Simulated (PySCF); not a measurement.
**Ni⁺ (nickel, charge +1) across methods**

[Ar] 3d9, 2D determinant. All numbers are calculated (PySCF 2.14, no relativity, point nucleus, in dyall-av2z).

```json
{"method": "MN15", "E (hartree)": "-1508.469", "mean ε 3p β (eV)": "-77.268", "mean ε 3d α (eV)": "-16.783", "mean ε 3d β (eV)": "-15.819", "Σ⟨r²⟩ (bohr²)": "19.92", "⟨S²⟩": "0.769"}
{"method": "UHF", "E (hartree)": "-1506.57196", "mean ε 3p β (eV)": "-90.167", "mean ε 3d α (eV)": "-21.695", "mean ε 3d β (eV)": "-20.099", "Σ⟨r²⟩ (bohr²)": "19.17", "⟨S²⟩": "0.752"}
{"method": "r2SCAN0", "E (hartree)": "-1507.942", "mean ε 3p β (eV)": "-78.928", "mean ε 3d α (eV)": "-15.781", "mean ε 3d β (eV)": "-14.648", "Σ⟨r²⟩ (bohr²)": "19.78", "⟨S²⟩": "0.753"}
{"method": "BP86", "E (hartree)": "-1508.237", "mean ε 3p β (eV)": "-73.528", "mean ε 3d α (eV)": "-13.714", "mean ε 3d β (eV)": "-12.816", "Σ⟨r²⟩ (bohr²)": "20.41", "⟨S²⟩": "0.781"}
{"method": "PBE0", "E (hartree)": "-1507.773", "mean ε 3p β (eV)": "-77.744", "mean ε 3d α (eV)": "-15.678", "mean ε 3d β (eV)": "-14.614", "Σ⟨r²⟩ (bohr²)": "19.97", "⟨S²⟩": "0.753"}
{"method": "PBEsol", "E (hartree)": "-1506.488", "mean ε 3p β (eV)": "-73.235", "mean ε 3d α (eV)": "-13.553", "mean ε 3d β (eV)": "-12.591", "Σ⟨r²⟩ (bohr²)": "20.41", "⟨S²⟩": "0.769"}
{"method": "PBE", "E (hartree)": "-1507.763", "mean ε 3p β (eV)": "-73.363", "mean ε 3d α (eV)": "-13.547", "mean ε 3d β (eV)": "-12.620", "Σ⟨r²⟩ (bohr²)": "20.45", "⟨S²⟩": "0.763"}
{"method": "LDA", "E (hartree)": "-1505.342", "mean ε 3p β (eV)": "-73.383", "mean ε 3d α (eV)": "-13.861", "mean ε 3d β (eV)": "-12.896", "Σ⟨r²⟩ (bohr²)": "20.39", "⟨S²⟩": "0.753"}
{"method": "r2SCAN", "E (hartree)": "-1507.977", "mean ε 3p β (eV)": "-75.048", "mean ε 3d α (eV)": "-13.616", "mean ε 3d β (eV)": "-12.595", "Σ⟨r²⟩ (bohr²)": "20.14", "⟨S²⟩": "0.772"}
```
